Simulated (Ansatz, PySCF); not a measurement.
System: SbBr$_{2}$, net charge 1, singlet state. SMILES: [Br][Sb+][Br]
Geometry from a B3LYP-D3(BJ)/def2-TZVP (Ansatz, a first-principles code) optimisation:
```
Sb
Br 1 2.4309
Br 1 2.4309 2 101.77
```
Charge +1, spin multiplicity 1.

Unscaled harmonic wavenumbers (cm⁻¹) in rising order, each level at the stationary point that it reaches from this structure (no distance between atoms moves by over 0.3 Å); the order of modes can differ between levels, and a negative number is imaginary. B3LYP-D3(BJ)/def2-TZVP (PySCF, at the structure above): 93, 285, 287.

HF/3-21G (Ansatz): 92, 266, 273. Zero-point energy 0.9 against 1.0 kcal/mol.

HF/LANL2DZ (Ansatz): 94, 261, 265. Zero-point energy 0.9 against 1.0 kcal/mol.

B3LYP/LANL2DZ (Ansatz): 81, 245, 248. Zero-point energy 0.8 against 1.0 kcal/mol.
